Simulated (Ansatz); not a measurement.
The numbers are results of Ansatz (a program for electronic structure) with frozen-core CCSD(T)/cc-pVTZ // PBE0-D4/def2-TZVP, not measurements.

Ansatz 0.2 input:
```yaml
crystal:
  periodic: [false, false, false]
  atoms:
    - { symbol: Cl, position_ang: [-1.780415, -1.131813, -0.516377] }
    - { symbol: Ga, position_ang: [0.000811, 0.001199, -0.462997] }
    - { symbol: Cl, position_ang: [-0.076733, 2.10005, -0.682178] }
    - { symbol: Cl, position_ang: [1.859261, -0.963756, -0.190091] }
basis:
  gaussian: { orbitals: cc-pVTZ }
correlation:
  method: ccsd_t
```

Output:

```
Functional definition: HF
895 factors; integrals over basis functions are off by at most 1.1e-3 eV
mean field evaluation 1: about -89851.3898 eV, gradient 2.1e1 eV
mean field evaluation 2: about -89851.5320 eV, gradient 2.1e1 eV
mean field evaluation 4: about -89852.8591 eV, gradient 1.7e0 eV
mean field evaluation 8: about -89852.8800 eV, gradient 1.5e-1 eV
mean field evaluation 16: about -89852.3411 eV, gradient 1.2e1 eV
mean field -89852.88012685 eV, -3302.0324401922 hartree, gradient 8.7e-6 eV, S^2 0.000000; 0 other end points of the search recorded, 0 dependent functions left out
24 core orbitals not correlated
reference -89852.88012685 eV, -3302.0324401922 hartree; 17, 17 occupied and 104, 104 virtual orbitals, 895 factors
second order -19.12020823 eV of doubles, -0.00000000 eV of singles
cycle   1  -19.78553167 eV  change   -6.7e-1 eV  update   9.1e-2
cycle   2  -20.23644401 eV  change   -4.5e-1 eV  update   2.4e-2
cycle   3  -20.31064536 eV  change   -7.4e-2 eV  update   1.2e-2
cycle   4  -20.30143743 eV  change    9.2e-3 eV  update   2.7e-3
cycle   5  -20.30052367 eV  change    9.1e-4 eV  update   9.4e-4
cycle   6  -20.30040633 eV  change    1.2e-4 eV  update   2.5e-4
cycle   7  -20.30036887 eV  change    3.7e-5 eV  update   7.7e-5
cycle   8  -20.30039499 eV  change   -2.6e-5 eV  update   2.2e-5
perturbative correction -0.92383690 eV, -0.0339503799 hartree
Total energy: -89874.10435874 eV, -3302.8124163279 hartree
```

Cost: about 26 core-seconds (a rough figure).
